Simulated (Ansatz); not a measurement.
Geometry optimisation, RHF/def2-SVP (Ansatz).

Input file:

```yaml
crystal:
  periodic: [false, false, false]
  atoms:
    - { symbol: B, position_ang: [-0.92641, 0.28772, -0.83063] }
    - { symbol: In, position_ang: [0.65771, 0.15386, 0.77497] }
    - { symbol: F, position_ang: [1.27236, -1.71446, 0.46255] }
    - { symbol: H, position_ang: [-1.99497, -0.11088, -0.59439] }
    - { symbol: H, position_ang: [-0.60647, 0.58919, -1.90879] }
    - { symbol: H, position_ang: [1.59777, 0.79457, 2.09628] }
basis:
  gaussian: { orbitals: def2-SVP }
hamiltonian:
  xc: hf
relax:
  f_tol: 0.02
  max_steps: 50
```

Run as:

```bash
$ ansatz run input.yaml --threads 1 --pin off --max-ram 2048MiB --backend cpu --events-out ev --progress --plain --runs-dir out
```

Problem. Where does it end, and by what steps?

Solution. It converged. After 5 steps the energy has fallen by 0.116 eV; F3 moved furthest, 0.31 Å.

```json
{"step": "0", "energy less start (eV)": "0.0000", "largest force component (eV/Å)": "0.885", "accepted": "yes"}
{"step": "1", "energy less start (eV)": "-0.0886", "largest force component (eV/Å)": "0.319", "accepted": "yes"}
{"step": "2", "energy less start (eV)": "-0.0920", "largest force component (eV/Å)": "0.515", "accepted": "yes"}
{"step": "3", "energy less start (eV)": "-0.1138", "largest force component (eV/Å)": "0.124", "accepted": "yes"}
{"step": "4", "energy less start (eV)": "-0.1153", "largest force component (eV/Å)": "0.091", "accepted": "yes"}
{"step": "5", "energy less start (eV)": "-0.1159", "largest force component (eV/Å)": "0.016", "accepted": "yes"}
```

```xyz
6
Properties=species:S:1:pos:R:3
B -0.931 0.285 -0.836
In 0.713 -0.045 0.730
F 1.502 -1.845 0.632
H -2.076 0.023 -0.599
H -0.675 0.718 -1.924
H 1.466 0.864 1.997
```

Time of the run: 9.5 s on 1 thread of Arm Neoverse V1, on a shared host, peak memory 0.12 GiB.
